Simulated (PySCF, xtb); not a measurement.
NO3, SMILES [O]N([O])[O] (connectivity only; charge and spin as stated), neutral, multiplicity 2.

Harmonic wavenumbers (cm⁻¹) from GFN2-xTB run with xtb at its own minimum, in rising order: 424, 426, 768, 1142, 1273, 1274.

What does PBE-D3(BJ)/def2-TZVP run with PySCF 2.14.0 give at its own minimum? (Estimate from the structure and the level; the computed values follow.)

489, 489, 773, 1083, 1232, 1232. Paired by order, the mean absolute difference is 46 cm⁻¹ and the zero-point energies are 7.6 and 7.6 kcal/mol.
